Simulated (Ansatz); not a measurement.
`[NH2][GeH2][O][SiH](N)F` + `[OH][SnH3]` → `N[SiH](F)[O][SnH3]` + `[NH2][GeH2][OH]`  (ligand exchange at the Si–O bond)

Gas-phase electronic energies from Ansatz, PBE0-D4/def2-TZVP geometries. CBS: MP2 limit from def2 TZ/QZ plus the TZ coupled-cluster correction, frozen cores. DFT in def2-TZVPP. def2 core potentials past Kr. For Ge, Sn outer-core shells are correlated without core-valence functions, which leaves a few kJ/mol of doubt a bond. Scalar relativity is left out up to krypton. One conformer a species, not always the lowest.

`[NH2][GeH2][O][SiH](N)F`:

```xyz
13

N     0.688   -0.603    1.928
Ge    1.241   -1.202    0.302
O     0.901   -0.035   -1.025
Si   -0.279    1.058   -1.129
N    -1.752    0.378   -0.585
F    -0.041    2.302   -0.154
H    -0.303   -0.405    1.968
H     1.195    0.199    2.277
H     0.465   -2.478   -0.047
H     2.763   -1.363    0.306
H    -0.261    1.607   -2.500
H    -2.114   -0.449   -1.034
H    -2.503    0.990   -0.307
```

`[OH][SnH3]`:

```xyz
6

O     0.576    1.224   -0.651
Sn   -0.021   -0.466    0.166
H    -0.085    1.918   -0.612
H    -1.412   -1.009   -0.666
H    -0.373   -0.176    1.813
H     1.315   -1.491   -0.049
```

`N[SiH](F)[O][SnH3]`:

Cartesian coordinates in Å:
```
N -0.434 1.078 1.255
Si -1.166 -0.332 0.621
F -0.809 -1.461 1.695
O -0.557 -0.660 -0.833
Sn 1.306 -0.405 -1.446
H -0.556 1.968 0.800
H -0.350 1.189 2.253
H -2.638 -0.322 0.501
H 1.480 1.258 -1.773
H 2.347 -0.956 -0.218
H 1.376 -1.355 -2.855
```

`[NH2][GeH2][OH]`:

Z-matrix (Å, degrees):
```
Ge
O 1 1.780
N 1 1.819 2 104.8
H 1 1.538 2 111.2 3 -115.1
H 1 1.549 2 106.5 3 123.0
H 2 0.959 1 112.2 3 -147.4
H 3 1.009 1 115.8 2 -150.0
H 3 1.009 1 117.0 2 77.3
```

Problem. Is it downhill or uphill in electronic energy at CCSD(T)/CBS, and by how much? (Estimate.)

Solution. The calculation gave: Nearly level: ΔE = +2.3 kJ/mol.

Problem. What do these levels give: ωB97M-V, B2PLYP, MP2/def2-TZVPP, MP2/def2-QZVPP, SCS-MP2/def2-QZVPP, MP2/CBS(def2)? (Estimate.)

Solution. Computed: ωB97M-V 5.7, B2PLYP 4.4, MP2/def2-TZVPP 4.9, MP2/def2-QZVPP 3.0, SCS-MP2/def2-QZVPP 2.6, MP2/CBS(def2) 2.2 kJ/mol.

Largest T1 diagnostic among the species: 0.014.

In def2-TZVPP, CCSD(T) changes the Hartree–Fock value by +3.4 kJ/mol (the triples alone add +0.8 kJ/mol) and MP2 by +3.4 kJ/mol.
